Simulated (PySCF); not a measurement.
Computed vibrations of [PbCl3(H2O)]+

[PbCl3(H2O)]+ (singlet). PySCF 2.14.0, RKS PBE0, Pb def2-SVP with ECP60, Cl def2-SVP, O def2-SVP, H def2-SVP; non-relativistic Hamiltonian with scalar-relativistic core potentials where named; density fitting; no spin-orbit coupling. Central differences of gradients.

```xyz
7

Pb    0.0263   -0.0278    0.0278
Cl    1.1002    1.7905    1.1183
Cl   -1.6641   -1.2070    1.2070
Cl    1.1002   -1.1183   -1.7905
O    -1.3202    1.3186   -1.3186
H    -1.5458    2.2433   -1.1293
H    -1.5458    1.1293   -2.2433
```

Run from Python with OMP_NUM_THREADS=2. Where DIIS fails, smearing, a level shift and second-order steps follow.
It took 3.7 min on 2 threads of Intel(R) Xeon(R) Processor @ 2.50GHz (Skylake/Cascade Lake) (shared host).

(1) What are the harmonic wavenumbers and infrared intensities?

(2) Is this a minimum?

## Answers

(1) Modes are labelled in Cs; negative numbers are unstable modes, those under 60 cm⁻¹ near the noise; a finer grid moves soft modes by up to 10 cm⁻¹.
| cm⁻¹ | km/mol | symmetry |
| --- | --- | --- |
| 18 | 0.0 | a'' |
| 79 | 2.1 | a' |
| 86 | 3.9 | a'' |
| 94 | 6.9 | a' |
| 95 | 16.7 | a' |
| 132 | 7.6 | a'' |
| 157 | 238.2 | a' |
| 329 | 15.5 | a' |
| 335 | 0.2 | a' |
| 379 | 21.3 | a'' |
| 382 | 35.2 | a' |
| 575 | 52.6 | a'' |
| 1597 | 67.3 | a' |
| 3778 | 255.9 | a' |
| 3877 | 245.5 | a'' |

(2) Yes, within the noise of the softest modes. Ideal gas at 298.15 K and 1 bar: S = 441.0 J/(mol K), Cp = 121.2 J/(mol K), H − H(0 K) = 27.9 kJ/mol (rigid rotor, harmonic modes, spin degeneracy alone; the modes under 60 cm⁻¹ make these uncertain).
